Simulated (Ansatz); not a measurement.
`[GaH2][NH]B1CS1` + CH₃SH → `C[S][GaH2]` + `NB1CS1`  (ligand exchange at a Ga–N bond)

Computed with Ansatz on PBE0-D4/def2-TZVP structures; ΔE is electronic, products minus reactants. CBS: MP2 limit from def2 TZ/QZ plus the TZ coupled-cluster correction, frozen cores. This one scheme is used for every species. DFT in def2-TZVPP. B3LYP here is the variant with VWN-RPA as its local correlation; programs differ in this. HSE06 is defined as in plane-wave codes. For Ga outer-core shells are correlated without core-valence functions, which leaves a few kJ/mol of doubt a bond. Scalar relativity is left out up to krypton. One conformer a species, not always the lowest.

```json
{"level": "LDA (SPW92)", "ΔE (kcal/mol)": "-13.4", "difference from CCSD(T)/CBS": "-3.2"}
{"level": "PBE-D4", "ΔE (kcal/mol)": "-12.8", "difference from CCSD(T)/CBS": "-2.6"}
{"level": "B97M-V", "ΔE (kcal/mol)": "-12.0", "difference from CCSD(T)/CBS": "-1.8"}
{"level": "B3LYP-D4", "ΔE (kcal/mol)": "-11.2", "difference from CCSD(T)/CBS": "-1.0"}
{"level": "HSE06-D4", "ΔE (kcal/mol)": "-12.5", "difference from CCSD(T)/CBS": "-2.3"}
{"level": "ωB97M-V", "ΔE (kcal/mol)": "-11.1", "difference from CCSD(T)/CBS": "-0.9"}
{"level": "r2SCAN0", "ΔE (kcal/mol)": "-12.2", "difference from CCSD(T)/CBS": "-2.0"}
{"level": "HSE06", "ΔE (kcal/mol)": "-12.7", "difference from CCSD(T)/CBS": "-2.5"}
{"level": "CAM-B3LYP", "ΔE (kcal/mol)": "-10.6", "difference from CCSD(T)/CBS": "-0.4"}
{"level": "LC-ωPBE", "ΔE (kcal/mol)": "-11.2", "difference from CCSD(T)/CBS": "-1.0"}
{"level": "HF/def2-SVP", "ΔE (kcal/mol)": "-9.9", "difference from CCSD(T)/CBS": "0.3"}
{"level": "MP2/def2-SVP", "ΔE (kcal/mol)": "-9.1", "difference from CCSD(T)/CBS": "1.1"}
{"level": "SCS-MP2/def2-TZVPP", "ΔE (kcal/mol)": "-8.5", "difference from CCSD(T)/CBS": "1.7"}
{"level": "CCSD/def2-TZVPP", "ΔE (kcal/mol)": "-9.0", "difference from CCSD(T)/CBS": "1.2"}
{"level": "MP2/def2-QZVPP", "ΔE (kcal/mol)": "-9.8", "difference from CCSD(T)/CBS": "0.4"}
{"level": "MP2/CBS(def2)", "ΔE (kcal/mol)": "-10.4", "difference from CCSD(T)/CBS": "-0.2"}
{"level": "CCSD(T)/CBS", "ΔE (kcal/mol)": "-10.2", "difference from CCSD(T)/CBS": "0"}
```

Largest T1 diagnostic among the species: 0.014.

At CCSD(T), def2-SVP lies +1.0 kcal/mol from the extrapolated value and def2-TZVPP +1.1 kcal/mol. Leaving LDA and LC-ωPBE aside and taking each functional with its dispersion term where it has one, the values, not all of them listed here, spread over 2.5 kcal/mol, from PBE-D4 to CAM-B3LYP-D4.
